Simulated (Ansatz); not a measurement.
Isolated molecules relaxed with PBE0-D4/def2-TZVP in Ansatz; ΔE leaves out vibrations. CCSD(T)/CBS adds triple-zeta CCSD(T) − MP2 to the extrapolated MP2 energy (def2 sets, frozen cores). This one scheme is used for every species. DFT in def2-TZVPP. HSE06 is defined as in plane-wave codes. For Ge outer-core shells are correlated without core-valence functions, which leaves a few kJ/mol of doubt a bond. Scalar relativity is left out up to krypton. Each species was taken in one conformer, which may not be the lowest.

`[F][GeH2][SiH3]` + H₂O → `[OH][GeH2][SiH3]` + H–F  (formal hydrolysis of a Ge–F bond)

`[F][GeH2][SiH3]`:

Z-matrix (Å, degrees):
```
Ge
Si 1 2.384
F 1 1.751 2 106.5
H 1 1.539 2 114.3 3 -115.9
H 1 1.539 2 114.3 3 115.9
H 2 1.487 1 108.6 3 179.8
H 2 1.484 1 109.6 3 60.2
H 2 1.484 1 109.6 3 -60.7
```

H₂O:

```xyz
3

O    -0.073    0.335   -0.185
H     0.326    0.221    0.680
H    -0.253   -0.555   -0.495
```

`[OH][GeH2][SiH3]`:

Cartesian coordinates in Å:
```
O -1.988 0.701 0.329
Ge -0.761 -0.604 0.354
Si 1.289 0.189 -0.584
H -1.750 1.437 0.896
H -0.562 -1.086 1.809
H -1.406 -1.722 -0.477
H 2.329 -0.873 -0.518
H 1.760 1.369 0.191
H 1.088 0.590 -2.000
```

H–F:

```xyz
2

F    -0.421   -0.135   -0.128
H     0.421    0.135    0.128
```

| level | ΔE (kJ/mol) | difference from CCSD(T)/CBS |
| --- | --- | --- |
| LDA (SPW92) | 31.6 | -1.6 |
| B97M-V | 41.1 | 7.9 |
| CAM-B3LYP-D4 | 40.3 | 7.1 |
| ωB97X-V | 39.1 | 5.9 |
| ωB97M-V | 38.3 | 5.1 |
| r2SCAN | 38.5 | 5.3 |
| r2SCANh | 37.9 | 4.7 |
| HSE06 | 36.1 | 2.9 |
| HF/def2-TZVPP | 44.9 | 11.7 |
| MP2/def2-TZVPP | 29.6 | -3.6 |
| CCSD(T)/CBS | 33.2 | 0 |

Largest T1 diagnostic among the species: 0.012.

In def2-TZVPP, CCSD(T) changes the Hartree–Fock value by −13.0 kJ/mol (the triples alone add −1.7 kJ/mol) and MP2 by −15.2 kJ/mol. Leaving LDA and LC-ωPBE aside and taking each functional with its dispersion term where it has one, the values, not all of them listed here, spread over 7.8 kJ/mol, from PBE-QIDH to B97M-V. LDA lies −5.6 kJ/mol from PBE without D4. The D4 term adds −3.1 kJ/mol with B3LYP and −1.7 kJ/mol with PBE0; it sums over pairs of atoms, weighted by their polarisabilities, and B3LYP, whose exchange is more repulsive, gets the larger term.

B3LYP here is the variant with VWN-RPA as its local correlation; programs differ in this.
